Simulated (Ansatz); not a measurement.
[Cu(NH3)3]+ (CuN3H9⁺): single points at one geometry.

```yaml
crystal:
  periodic: [false, false, false]
  atoms:
    - {symbol: Cu, position_ang: [-0.004436, -0.002600, -0.002865]}
    - {symbol: N, position_ang: [2.036943, -0.008124, -0.013055]}
    - {symbol: H, position_ang: [2.465365, -0.945138, -0.049646]}
    - {symbol: H, position_ang: [2.443105, 0.441592, 0.821943]}
    - {symbol: H, position_ang: [2.437735, 0.503116, -0.814473]}
    - {symbol: N, position_ang: [-1.008531, 1.773599, -0.002717]}
    - {symbol: H, position_ang: [-1.585944, 1.907019, 0.841812]}
    - {symbol: H, position_ang: [-1.664920, 1.865633, -0.793245]}
    - {symbol: H, position_ang: [-0.407174, 2.609531, -0.052844]}
    - {symbol: N, position_ang: [-1.028854, -1.765784, 0.013236]}
    - {symbol: H, position_ang: [-2.054968, -1.668316, -0.009173]}
    - {symbol: H, position_ang: [-0.830367, -2.337249, 0.848971]}
    - {symbol: H, position_ang: [-0.797943, -2.373299, -0.787953]}
basis:
  gaussian: {orbitals: def2-TZVP, initial_orbitals: start.molden}
total_charge: 1
magnetization: {spin_polarized: true, initial_magnetization: 2}
hamiltonian: {xc: pbe, dispersion: d4}
scf: {omitted_lower_state_checks: [starts]}
output: {orbitals: {seedname: orbitals}}
```

The file start.molden holds the orbitals of an earlier run on this structure, at another level or in another basis.

```sh
$ ansatz run in.yaml --threads 4 --pin off --events-out ev --progress --plain --max-ram 3916MiB
```

Output, abridged:

```
Functional definition: PBE
  name "PBE"
  cite "Perdew, Burke & Ernzerhof, Phys. Rev. Lett. 77, 3865 (1996) doi:10.1103/PhysRevLett.77.3865"
  parent pbe
  parameter kappa = 0.804
  parameter beta = 0.06672455060314922
  exchange = pbe_x(kappa = kappa, mu = beta*pi^2/3)
  correlation = pbe_c(beta = beta)
these checks for a lower state are left out or cut short: starts
1314 factors; their error is unknown
mean field evaluation 1: about -49239.7778 eV, gradient 7.8e0 eV
mean field evaluation 2: about -49240.0890 eV, gradient 9.7e-1 eV
mean field evaluation 4: about -49240.0382 eV, gradient 3.3e-1 eV
mean field evaluation 8: about -49240.0389 eV, gradient 3.0e-2 eV
mean field evaluation 16: about -49240.0389 eV, gradient 1.3e-4 eV
mean field -49240.03886761 eV, -1809.5380522877 hartree, gradient 5.0e-6 eV, S^2 2.000746; 0 other end points of the search recorded, 0 dependent functions left out
reference -49240.03894470 eV, -1809.5380551206 hartree; 30, 28 occupied and 162, 164 virtual orbitals, 1314 factors
Total energy: -49240.21557933 eV, -1809.5445463234 hartree
Checks for a lower state left out: starts
```

It took 8 s on 4 threads of Arm Neoverse V1 on a shared host.

The first input with `hamiltonian: {xc: r2scan, dispersion: d4}` (abridged; 19 s):

```
Functional definition: r2SCAN
mean field evaluation 16: about -49249.3929 eV, gradient 1.2e-5 eV
mean field -49249.39291954 eV, -1809.8818073555 hartree, gradient 8.5e-6 eV, S^2 2.002148
Total energy: -49249.43989386 eV, -1809.8835336299 hartree
Checks for a lower state left out: starts
```

First input, but with `gaussian: {orbitals: def2-TZVP}`, `hamiltonian: {xc: pbe0, dispersion: d4}` (abridged; 16 s):

```
Functional definition: PBE0
mean field evaluation 16: about -49240.3582 eV, gradient 9.4e-3 eV
mean field evaluation 32: about -49240.3583 eV, gradient 9.9e-5 eV
mean field -49240.35826051 eV, -1809.5497897601 hartree, gradient 7.5e-6 eV, S^2 2.001955
Total energy: -49240.50896523 eV, -1809.5553280566 hartree
Checks for a lower state left out: starts
```

Geometry: PBE-D4/def2-SVP, that of the charge +1 singlet.

At PBE0-D4/def2-TZVP a singlet of charge 1 lies 4.35 eV below the triplet at the same geometry.
